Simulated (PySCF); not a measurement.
Excitation energy of Hg by level of theory

Hg [Xe] 4f14 5d10 6s2 (1S) → Hg [Xe] 4f14 5d9 6s2 6p1 (high-spin determinant), as a difference of total energies. Computed with PySCF 2.14 in def2-TZVPPD with the def2 core potential (60 electrons) (6s6p3d2f1g, 62 functions), with scalar relativity through the core potential. Correlated levels: valence: 5s2 5p6 frozen; valence and next inner shell: nothing frozen outside the core potential. The calculations carry no spin-orbit coupling.

| method | excitation energy (eV) |
| --- | --- |
| UHF | 8.740 |
| LDA | 9.950 |
| PBE | 9.780 |
| PBE0 | 9.680 |
| r2SCAN | 9.719 |
| B97-3 | 9.850 |
| CAM-B3LYP | 9.541 |
| wB97X | 9.714 |
| wB97X-V | 9.631 |
| MP2 (valence) | 10.334 |
| SCS-MP2 (valence) | 10.226 |
| MP2 (valence and next inner shell) | 10.112 |
| SCS-MP2 (valence and next inner shell) | 9.983 |

Problem. How much does correlation contribute at MP2 (valence and next inner shell)?

Solution. 10.112 − (8.740) = 1.372 eV, measured against UHF.

The determinant of the upper state mixes LS terms, which raises its energy above the lowest term, most at the Hartree-Fock and MP2 levels.
